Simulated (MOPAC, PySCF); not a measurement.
C$_{3}$H$_{4}$O, SMILES `C=C=CO`, neutral singlet in the gas phase. 

Cartesian coordinates (Å):
```xyz
8

C      1.5432     0.1672    -0.1555
C      0.2840    -0.1826    -0.0559
C     -0.9768    -0.5392     0.0434
O     -2.0500     0.2943     0.2788
H      2.2045     0.1979     0.7174
H      1.9939     0.4415    -1.1157
H     -1.2954    -1.5783    -0.0573
H     -1.7096     1.2044     0.3589
```
Charge 0, multiplicity 1.

All levels are single points at this geometry (PBE-D3(BJ)/def2-TZVP); Pople sets use spherical d functions. Orbital energies aren't observables, and empty levels follow the basis.

| level | HOMO (eV) | LUMO (eV) | gap (eV) | dipole (D) | vertical IE, Delta-SCF (eV) |
|---|---|---|---|---|---|
| PBE-D3(BJ)/def2-TZVP in PySCF | -5.43 | -1.41 | 4.02 | 1.17 | 8.83 |
| B3LYP/3-21G in PySCF | -5.99 | -0.04 | 5.96 | 1.34 | – |
| B3LYP/6-311+G** in PySCF | -6.55 | -0.85 | 5.69 | 1.43 | – |
| B3LYP/6-31G* in PySCF | -6.09 | -0.09 | 5.99 | 1.24 | 8.72 |
| BP86/6-31G* in PySCF | -5.14 | -1.00 | 4.14 | 1.16 | – |
| M06-2X/6-31G* in PySCF | -7.64 | 1.02 | 8.66 | 1.35 | – |
| PBE/6-31G* in PySCF | -5.03 | -0.91 | 4.12 | 1.15 | 8.59 |
| SVWN5/6-31G* in PySCF | -5.14 | -1.12 | 4.02 | 1.24 | 8.78 |
| HF/3-21G in PySCF | -9.30 | 4.13 | 13.43 | 1.67 | – |
| HF/6-31G* in PySCF | -9.31 | 4.13 | 13.44 | 1.47 | – |
| HF/STO-3G in PySCF | -7.29 | 8.10 | 15.39 | 1.09 | – |
| AM1 in MOPAC | -9.39 | 0.97 | 10.36 | 1.21 | – |
| PM3 in MOPAC | -9.41 | 0.84 | 10.24 | 1.14 | – |
